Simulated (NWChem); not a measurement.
System: CoClF, quartet; SMILES [Co]([F])[Cl]

NWChem input:

```
start job
memory heap 200 mb stack 900 mb global 1100 mb
geometry units angstroms noautoz
  Co     0.000000     0.000000     0.377520
  F      0.000000     0.000000     2.086220
  Cl     0.000000     0.000000    -1.735005
end
basis spherical
  Co library def2-tzvp
  F library def2-tzvp
  Cl library def2-tzvp
end
dft
  odft
  mult 4
  xc xwpbe 1.00 cpbe96 1.0 hfexch 1.00
  cam 0.4 cam_alpha 0.0 cam_beta 1.0
  iterations 150
  mulliken
end
task dft energy
```

Output (shortened):

```
             Northwest Computational Chemistry Package (NWChem) 7.3.0
             --------------------------------------------------------

 ORDER OF PRIMARY AXIS IS BEING SET TO 4
 C4V symmetry detected

                             Geometry "geometry" -> ""
                             -------------------------

 Output coordinates in angstroms (scale by  1.889725989 to convert to a.u.)

  No.       Tag          Charge          X              Y              Z
 ---- ---------------- ---------- -------------- -------------- --------------
    1 Co                  27.0000     0.00000000     0.00000000     0.38744575
    2 F                    9.0000     0.00000000     0.00000000     2.09614575
    3 Cl                  17.0000     0.00000000     0.00000000    -1.72507925

 Effective nuclear repulsion energy (a.u.)     211.4213554403

      Symmetry information
      --------------------

 Group name             C4v
 Group number             18
 Group order               8
 No. of unique centers     3

  pbe96 is a nonlocal functional; adding pw91lda local functional.

                                 NWChem DFT Module
                                 -----------------

 Summary of "ao basis" -> "ao basis" (spherical)
 ------------------------------------------------------------------------------
       Tag                 Description            Shells   Functions and Types
 ---------------- ------------------------------  ------  ---------------------
 Co                        def2-tzvp                15       45   6s4p4d1f
 F                         def2-tzvp                11       31   5s3p2d1f
 Cl                        def2-tzvp                13       37   5s5p2d1f

      Symmetry analysis of basis
      --------------------------

        a1         39
        a2          0
        b1         11
        b2         11
        e          52

            General Information
            -------------------
          SCF calculation type: DFT
          Wavefunction type:  spin polarized.
          No. of atoms     :     3
          No. of electrons :    53
           Alpha electrons :    28
            Beta electrons :    25
          Charge           :     0
          Spin multiplicity:     4
          Use of symmetry is: on ; symmetry adaption is: on
          Maximum number of iterations: 150
          AO basis - number of functions:   113
                     number of shells:    39
          Convergence on energy requested:  1.00D-06
          Convergence on density requested:  1.00D-05
          Convergence on gradient requested:  5.00D-04

              XC Information
              --------------
                     Hartree-Fock (Exact) Exchange  1.000
                     LC-wPBE(h)Exchange Functional  1.000
            Perdew 1991 LDA Correlation Functional  1.000 local
           PerdewBurkeErnz. Correlation Functional  1.000 non-local

           Range-Separation Parameters
           ---------------------------
           Alpha           :  0.00
           Beta            :  1.00
           Gamma           :  0.40
           Short-Range HF  :     F

             Grid Information
             ----------------
          Grid used for XC integration:  medium
          Radial quadrature: Mura-Knowles
          Angular quadrature: Lebedev.
          Tag              B.-S. Rad. Rad. Pts. Rad. Cut. Ang. Pts.
          ---              ---------- --------- --------- ---------
          Co                  1.35      112           8.0       590
          F                   0.50       49          10.0       434
          Cl                  1.00       88          10.0       590
          Grid pruning is: on
          Number of quadrature shells:   249
          Spatial weights used:  Erf1

      Superposition of Atomic Density Guess
      -------------------------------------

 Sum of atomic energies:       -1940.19777232

      Non-variational initial energy
      ------------------------------

 Total energy =   -1939.491601
 1-e energy   =   -3109.580777
 2-e energy   =     958.667821
 HOMO         =      -0.357779
 LUMO         =      -0.357779

 !!!!!!!!!!!!!!!!!!!!!!!!!!!!!!!!!!!!!!!!!!!!!!!!!!!!!!!!!!!!!!!!!!!!!!
 Warning - the HOMO and LUMO are degenerate and you are using symmetry.
 This can lead to non-variational energies and poor convergence.
 Modify the initial guess, or use an open-shell wavefunction, or turn
 off symmetry.
 !!!!!!!!!!!!!!!!!!!!!!!!!!!!!!!!!!!!!!!!!!!!!!!!!!!!!!!!!!!!!!!!!!!!!!

   Symmetry analysis of molecular orbitals - initial alpha
   -------------------------------------------------------

 !! scf_movecs_sym_adapt:   22 vectors were symmetry contaminated

  Symmetry fudging

 !! scf_movecs_sym_adapt:   18 vectors were symmetry contaminated

  Numbering of irreducible representations:

     1 a1          2 a2          3 b1          4 b2          5 e

  Orbital symmetries:

     1 a1          2 a1          3 a1          4 a1          5 e
     6 e           7 a1          8 a1          9 a1         10 e
    11 e          12 a1         13 a1         14 e          15 e
    16 a1         17 a1         18 a1         19 e          20 e
    21 a1         22 e          23 e          24 b1         25 b2
    26 a1         27 e          28 e          29 a1         30 e
    31 e          32 a1         33 b1         34 b2         35 e
    36 e          37 a1         38 a1

   Symmetry analysis of molecular orbitals - initial beta
   ------------------------------------------------------

 !! scf_movecs_sym_adapt:   22 vectors were symmetry contaminated

  Symmetry fudging

 !! scf_movecs_sym_adapt:   18 vectors were symmetry contaminated

  Numbering of irreducible representations:

     1 a1          2 a2          3 b1          4 b2          5 e

  Orbital symmetries:

[...]
```

Level: LC-wPBE (HJS exchange hole, range parameter 0.4 per bohr)/def2-TZVP, spin-unrestricted. The geometry was optimised at PBE0/def2-SVP, spin-unrestricted. This spin state was assumed; another may lie lower. No stability test was run on the SCF state.
